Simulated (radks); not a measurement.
Results of a calculation; reference values are marked as such.
All-electron atom: Ti in [Ar] 3d2 4s2.

Code: a radial shooting solver on a logarithmic mesh with Libxc functionals. Model: Dirac Kohn-Sham, PBE, spin-unpolarised, spherical densities, point nucleus; open shells fill j = l - 1/2 first.

Energy parts (eV):
total: -23226.960
kinetic: 23453.533
electron-nucleus: -55253.126
Hartree: 9713.908
exchange-correlation: -1141.275

Orbitals (lengths in bohr, moments of r in powers of bohr; r(max) is where P^2 peaks; r(90%) holds 90 % of the orbital's charge):
orbital  occ.  eigenvalue (eV)      <r>   <1/r>   r(max)  r(90%)
1s1/2       2        -4868.032  0.06959   21.80  0.04555   0.124
2s1/2       2        -536.7805   0.3248   4.559   0.2689   0.505
2p1/2       2        -447.9578   0.2881   4.491   0.2181   0.474
2p3/2       4        -442.1854   0.2908   4.434   0.2203   0.478
3s1/2       2         -62.6025    1.007   1.398   0.8695    1.51
3p1/2       2         -39.2740    1.081   1.272   0.8977    1.67
3p3/2       4         -38.6164    1.089   1.260   0.9041    1.68
3d3/2       2          -4.2736    1.615  0.8662   0.9800    2.90
3d5/2       0          -4.2275    1.621  0.8631   0.9824    2.91
4s1/2       2          -4.4641    3.515  0.3692    2.921    5.31

The highest occupied level is 3d3/2 at -4.274 eV. The density falls to 0.001 e/bohr^3 at r = 4.84 bohr. For comparison, the ionisation energy in NIST's Atomic Spectra Database is 6.828 eV (measured). In exact Kohn-Sham theory the highest level is minus the ionisation energy, but local and semilocal functionals leave it too shallow, through self-interaction and a potential that decays too fast; potentials with the right tail come closer.

Beside tabulated values, note that spin-unpolarised runs miss the spin-polarisation part of the exchange energy of open shells.
